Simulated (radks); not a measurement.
Results of a calculation; reference values are marked as such.
Spherical quantum dot in the effective-mass picture: electrons in a parabolic well V = omega^2 r^2 / 2 with omega = 0.181, with a point charge +1 (a donor) at the centre, all in effective atomic units (hartree* = m*/eps^2 hartree, bohr* = eps/m* bohr), one dielectric constant everywhere. Level of theory: non-relativistic Kohn-Sham, exchange-only LDA, spin-polarised, spherical densities (a radial shooting solver with Libxc functionals). Levels are named by radial order and angular momentum (1s, 1p, 1d, 2s, ...), and open shells are averaged over m. Each electron was tried in the lowest free levels, single moves between levels near the top were tried too, and the lowest total energy was kept; such a search can miss a lower state. At N = 1 the Hartree and exchange-correlation terms need not cancel, so that row can carry a self-interaction error.

\begin{tabular}{lrrrrrr}
N & open shells & 2S & E (hartree*) & mu = E(N) - E(N-1) (hartree*) & addition energy mu(N+1) - mu(N) (hartree*) & rms radius (bohr*) \\ \hline
1 & 1s(up 1, down 0) & 1 & -0.408465 & -0.40846 & 0.5760 & 1.623 \\
2 & none & 0 & -0.240920 & 0.16754 & 0.5324 & 2.104 \\
3 & 1p(up 1, down 0) & 1 & 0.459069 & 0.69999 & 0.1867 & 2.943 \\
4 & 1p(up 2, down 0) & 2 & 1.34578 & 0.88671 & 0.1854 & 3.411 \\
5 & 1p(up 3, down 0) & 3 & 2.41791 & 1.0721 & 0.2293 & 3.757 \\
6 & 1p(up 3, down 0) 2s(up 1, down 0) & 4 & 3.71937 & 1.3015 & 0.1973 & 4.100 \\
7 & 1p(up 3, down 1) 2s(up 1, down 0) & 3 & 5.21814 & 1.4988 & 0.1291 & 4.352 \\
8 & none & 0 & 6.84596 & 1.6278 & 0.1708 & 4.542 \\
9 & 2s(up 1, down 0) & 1 & 8.64458 & 1.7986 & 0.1739 & 4.771 \\
10 & none & 0 & 10.6171 & 1.9725 & 0.1835 & 4.979 \\
11 & 1d(up 1, down 0) & 1 & 12.7731 & 2.1560 & 0.1319 & 5.174 \\
12 & 1d(up 2, down 0) & 2 & 15.0610 & 2.2879 & 0.1302 & 5.351 \\
13 & 1d(up 3, down 0) & 3 & 17.4791 & 2.4182 & 0.1283 & 5.513 \\
14 & 1d(up 4, down 0) & 4 & 20.0256 & 2.5465 & 0.1264 & 5.664 \\
15 & 1d(up 5, down 0) & 5 & 22.6985 & 2.6729 & 0.1673 & 5.806 \\
16 & 1d(up 5, down 1) & 4 & 25.5386 & 2.8401 & 0.1173 & 5.945 \\
17 & 1d(up 5, down 2) & 3 & 28.4960 & 2.9574 & 0.1166 & 6.076 \\
18 & 1d(up 5, down 3) & 2 & 31.5699 & 3.0739 & 0.1155 & 6.200 \\
19 & 1d(up 5, down 4) & 1 & 34.7594 & 3.1895 & 0.1144 & 6.318 \\
20 & none & 0 & 38.0632 & 3.3039 & 0.1827 & 6.432 \\
21 & 1f(up 1, down 0) & 1 & 41.5498 & 3.4866 & 0.1084 & 6.551 \\
22 & 1f(up 2, down 0) & 2 & 45.1448 & 3.5950 & 0.1075 & 6.665 \\
23 & 1f(up 3, down 0) & 3 & 48.8473 & 3.7025 & 0.1065 & 6.774 \\
24 & 1f(up 4, down 0) & 4 & 52.6562 & 3.8090 & 0.1056 & 6.878 \\
25 & 1f(up 5, down 0) & 5 & 56.5708 & 3.9145 & 0.1046 & 6.979 \\
26 & 1f(up 6, down 0) & 6 & 60.5899 & 4.0191 & 0.1036 & 7.076 \\
27 & 1f(up 7, down 0) & 7 & 64.7126 & 4.1227 & 0.1394 & 7.170 \\
28 & 1f(up 7, down 1) & 6 & 68.9747 & 4.2621 & 0.09904 & 7.263 \\
29 & 1f(up 7, down 2) & 5 & 73.3359 & 4.3612 & 0.09853 & 7.353 \\
30 & 1f(up 7, down 3) & 4 & 77.7956 & 4.4597 & 0.09794 & 7.441 \\
31 & 1f(up 7, down 4) & 3 & 82.3533 & 4.5576 & 0.09731 & 7.526 \\
32 & 1f(up 7, down 5) & 2 & 87.0082 & 4.6550 & 0.09665 & 7.609 \\
33 & 1f(up 7, down 6) & 1 & 91.7598 & 4.7516 & 0.09597 & 7.689 \\
34 & none & 0 & 96.6074 & 4.8476 & 0.1136 & 7.768 \\
35 & 2p(up 1, down 0) & 1 & 101.569 & 4.9611 & 0.09487 & 7.846 \\
36 & 2p(up 2, down 0) & 2 & 106.625 & 5.0560 & 0.09511 & 7.922 \\
37 & 2p(up 3, down 0) & 3 & 111.776 & 5.1511 & 0.1183 & 7.997 \\
38 & 2p(up 3, down 0) 3s(up 1, down 0) & 4 & 117.045 & 5.2694 & 0.09714 & 8.073 \\
39 & 2p(up 3, down 2) & 1 & 122.412 & 5.3665 & - & 8.143 \\
\end{tabular}

All shells are closed at N = 2, 8, 10, 20, 34 (there: 1s2 1p6 1d10 2s2 1f14); the second difference of the energy has clear peaks (12 % above both neighbours; the first and last values, which can be the largest, are not judged, and half-filled shells can peak too) at N = 5, 15, 20, 27, 34, 37.
